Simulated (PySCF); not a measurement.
CdCl₂. Atoms are numbered in the order given.

```xyz
3

Cd     0.0000     0.0000     0.0000
Cl     0.0000     0.0000    -2.2766
Cl     0.0000     0.0000     2.2766
```
Charge 0, spin multiplicity 1.

Coordinates come from a PBE-D3(BJ)/def2-TZVP optimisation. The isomer is the one that the SMILES or the coordinates give; other isomers of the formula were not compared. The def2 effective core potentials stand for the cores of Cd; spin–orbit coupling is left out.

Calculation: PBE/def2-TZVPD run with PySCF.

Isolated molecule, no solvent.

```yaml
total_energy: -1087.91884 hartree
point_group: D∞h
highest_occupied_level: -7.60 eV
lowest_empty_level: -3.23 eV
orbital_gap: 4.37 eV
dipole_moment: 0.000 e·Å
quadrupole, principal values (traceless, Buckingham form, about the centre of nuclear charge): -11.80, 5.90, 5.90 D·Å
mean_static_polarisability: 61.6 bohr³ (9.12 Å³)
polarisability_principal_values: 46.1, 46.1, 92.4 bohr³
```
